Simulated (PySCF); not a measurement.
## `F[C@@H](C)[C@H](C)C#[N+][SiH3]`, [C$_{5}$H$_{11}$FNSi]+, charge +1

Geometry:
```json
{"atom": "C1", "x (Å)": "-2.629", "y (Å)": "-0.836", "z (Å)": "-0.326"}
{"atom": "C2", "x (Å)": "-1.117", "y (Å)": "-0.847", "z (Å)": "-0.416"}
{"atom": "F3", "x (Å)": "-0.620", "y (Å)": "-1.929", "z (Å)": "0.273"}
{"atom": "C4", "x (Å)": "-0.473", "y (Å)": "0.426", "z (Å)": "0.225"}
{"atom": "C5", "x (Å)": "-0.803", "y (Å)": "1.716", "z (Å)": "-0.543"}
{"atom": "C6", "x (Å)": "0.923", "y (Å)": "0.223", "z (Å)": "0.285"}
{"atom": "N7", "x (Å)": "2.056", "y (Å)": "0.019", "z (Å)": "0.295"}
{"atom": "Si8", "x (Å)": "3.812", "y (Å)": "-0.423", "z (Å)": "0.374"}
{"atom": "H9", "x (Å)": "-3.000", "y (Å)": "-1.802", "z (Å)": "-0.661"}
{"atom": "H10", "x (Å)": "-3.050", "y (Å)": "-0.067", "z (Å)": "-0.967"}
{"atom": "H11", "x (Å)": "-2.958", "y (Å)": "-0.681", "z (Å)": "0.699"}
{"atom": "H12", "x (Å)": "-0.775", "y (Å)": "-0.959", "z (Å)": "-1.453"}
{"atom": "H13", "x (Å)": "-0.838", "y (Å)": "0.500", "z (Å)": "1.259"}
{"atom": "H14", "x (Å)": "-1.866", "y (Å)": "1.919", "z (Å)": "-0.465"}
{"atom": "H15", "x (Å)": "-0.540", "y (Å)": "1.618", "z (Å)": "-1.593"}
{"atom": "H16", "x (Å)": "-0.264", "y (Å)": "2.560", "z (Å)": "-0.123"}
{"atom": "H17", "x (Å)": "4.385", "y (Å)": "0.858", "z (Å)": "-0.013"}
{"atom": "H18", "x (Å)": "3.907", "y (Å)": "-0.800", "z (Å)": "1.776"}
{"atom": "H19", "x (Å)": "3.838", "y (Å)": "-1.485", "z (Å)": "-0.619"}
```

Total charge +1.

Computed, not measured: TDDFT B3LYP/def2-SVPD circular dichroism and optical rotation, one conformer, gas phase in PySCF. Geometry: GFN2-xTB.

The molecule is flexible and this is one conformer; a measurement averages over conformers.

**Question.** Assign R or S to each stereocentre.

**Answer.** C2 S, C4 R.

**Question.** List the lowest 16 singlet excitations with oscillator and rotatory strengths.

**Answer.** Rotatory strengths R in 10⁻⁴⁰ esu² cm², velocity form and length form (origin at the centre of mass); f in length form.
| state | E (eV) | λ (nm) | f | R (velocity) | R (length) | main |
| --- | --- | --- | --- | --- | --- | --- |
| 1 | 6.40 | 194 | 0.003 | +1.5 | +1.5 | HOMO→LUMO+1 0.58, HOMO→LUMO 0.33 |
| 2 | 6.50 | 191 | 0.041 | +24.0 | +24.4 | HOMO→LUMO 0.60, HOMO→LUMO+1 0.28 |
| 3 | 6.65 | 186 | 0.065 | +0.6 | +0.4 | HOMO−1→LUMO 0.86 |
| 4 | 6.74 | 184 | 0.003 | -1.8 | -2.1 | HOMO−1→LUMO+1 0.92 |
| 5 | 7.03 | 176 | 0.0005 | +1.0 | +1.1 | HOMO−2→LUMO 0.85 |
| 6 | 7.28 | 170 | 0.025 | +5.8 | +6.0 | HOMO−3→LUMO 0.46, HOMO−2→LUMO+1 0.41 |
| 7 | 7.38 | 168 | 0.004 | -7.2 | -7.2 | HOMO−3→LUMO+1 0.84 |
| 8 | 7.85 | 158 | 0.245 | +39.6 | +40.0 | HOMO−4→LUMO 0.48, HOMO−3→LUMO 0.25 |
| 9 | 7.93 | 156 | 0.006 | -14.9 | -14.9 | HOMO−4→LUMO+1 0.59, HOMO−6→LUMO+1 0.15 |
| 10 | 7.97 | 156 | 0.070 | -16.8 | -16.7 | HOMO→LUMO+2 0.72 |
| 11 | 8.00 | 155 | 0.166 | -24.3 | -24.2 | HOMO−4→LUMO 0.33, HOMO−5→LUMO 0.28 |
| 12 | 8.02 | 155 | 0.102 | +18.2 | +18.5 | HOMO−5→LUMO 0.49, HOMO→LUMO+2 0.16 |
| 13 | 8.07 | 154 | 0.003 | -4.8 | -4.9 | HOMO−6→LUMO 0.72 |
| 14 | 8.15 | 152 | 0.023 | +10.0 | +9.8 | HOMO−5→LUMO+1 0.72, HOMO−4→LUMO+1 0.14 |
| 15 | 8.21 | 151 | 0.0009 | +3.6 | +3.5 | HOMO−1→LUMO+2 0.94 |
| 16 | 8.25 | 150 | 0.020 | +1.0 | +1.0 | HOMO−6→LUMO+1 0.68, HOMO−5→LUMO+1 0.09 |

Among the states computed, the strongest CD band (largest |R|) is state 8. The largest dissymmetry factor in size, g = 4R/(D+G), with D and G the electric and magnetic dipole strengths, is +0.044 for state 15 (velocity form, f = 0.001), among bands with |R| over 0.5. The mirror image has the same energies and oscillator strengths and all R with the opposite sign.
